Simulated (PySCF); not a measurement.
A GIAO shielding run with PySCF 2.14 (density fitting, non-relativistic, gas phase) on `FC[SiH2][Si@@H](F)S[SiH3]`, CH8F2SSi3:

```
$ OMP_NUM_THREADS=1 python probes_run.py task.json out

{"job": {"kind": "nmr", "xc": "PBE0", "basis": "pcSseg-1"}, "charge": 0, "multiplicity": 1}
F     -2.679936    -1.166724     1.235295
C     -3.042947    -0.738655    -0.030766
Si    -1.804599     0.613692    -0.610134
Si     0.299921    -0.180609    -0.093947
F      0.750822    -1.293142    -1.185101
S      1.682507     1.459096    -0.303397
Si     3.608032     0.507594    -0.291116
H     -3.040619    -1.629452    -0.663410
H     -4.069674    -0.377547     0.049565
H     -2.104353     0.818578    -2.034751
H     -2.139540     1.845151     0.111685
H      0.609015    -0.883659     1.141799
H      3.728486    -0.225155     0.963746
H      3.685423    -0.380994    -1.440731
H      4.513048     1.639816    -0.376305
```

Hardware: 1 thread of an Arm Neoverse N1, shared host. The job also computes population analyses, field gradients.

Problem. How large is the calculation?

Solution. 90 electrons, 187 basis functions and 1069 auxiliary functions.

Problem. How long does it take, and how much memory does it need?

Solution. 52 s of wall time, with 12 SCF cycles and 4 response iterations; peak memory 0.78 GiB. Times on a shared host scatter by some tens of per cent.
